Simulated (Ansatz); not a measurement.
Cost and result for the atomization energy of C2H3BO, SMILES `BC=C=O` (7 atoms, 6 bonds).

Total charge 0; spin multiplicity 1. Geometry: relaxed with PBE0-D4/def2-TZVP. Program: Ansatz. All runs use 2 threads of an Arm Neoverse V2 on a shared host. Times are those of one run each, without the atoms' runs, and a repeat can differ threefold. Electronic energies, without spin–orbit coupling; frozen cores. CCSD(T)/CBS adds CCSD(T) − MP2 in def2-TZVPP to the MP2 limit, and its time is that of the two runs behind it. T1 = 0.017. B3LYP takes the VWN-RPA correlation (the form of Gaussian; ORCA's B3LYP/G). HSE06 is the plane-wave form, built on full-range PBE exchange.

CCSD(T)/CBS is a level of theory with its own doubt, some kJ/mol a heavy atom from the limit and from the frozen cores, so smaller differences don't rank the functionals.

```
                             level  functions  wall time  atomization (kcal/mol)  difference from CCSD(T)/CBS  per bond
            LDA (SPW92)/def2-TZVPP        166      0.7 s                   841.2                        121.8      20.3
              revPBE-D4/def2-TZVPP        166      1.1 s                   733.5                         14.1       2.4
                BLYP-D4/def2-TZVPP        166      1.1 s                   734.4                         15.0       2.5
                  CCSD(T)/def2-SVP         71      1.1 s                   692.3                        -27.1      -4.5
   PBE-D4/def2-TZVPP (with forces)        166      1.4 s                   754.4                         35.0       5.8
           CAM-B3LYP-D4/def2-TZVPP        166      1.6 s                   729.4                         10.0       1.7
               HSE06-D4/def2-TZVPP        166      1.7 s                   733.8                         14.4       2.4
 B3LYP-D4/def2-TZVPP (with forces)        166      1.9 s                   728.8                          9.4       1.6
               PBE-QIDH/def2-TZVPP        166      2.6 s                   723.7                          4.3       0.7
r2SCAN-D4/def2-TZVPP (with forces)        166      2.9 s                   734.2                         14.8       2.5
                    MP2/def2-QZVPP        318        8 s                   736.3                         16.9       2.8
                CCSD(T)/def2-TZVPP        166       21 s                   702.6                        -16.8      -2.8
                 CCSD(T)/CBS(def2)          –       29 s                   719.4                          0.0       0.0
```

Leaving LDA and LC-ωPBE aside and taking each functional with its dispersion term where it has one, the values, not all of them listed here, spread over 55.3 kcal/mol, from BHLYP-D4 to PBE-D4. LDA lies +89.1 kcal/mol from PBE without D4, its usual overbinding. From BLYP to BHLYP (50 % exact exchange), in def2-TZVPP and without D4, the atomization energy moves by −32.6 kcal/mol: exact exchange takes away binding that semilocal exchange gives to molecules. At CCSD(T), def2-SVP lies −27.1 kcal/mol from the extrapolated value and def2-TZVPP −16.8 kcal/mol: correlation converges slowly with the basis, and small sets miss more of it in the bonded molecule than in its fragments.
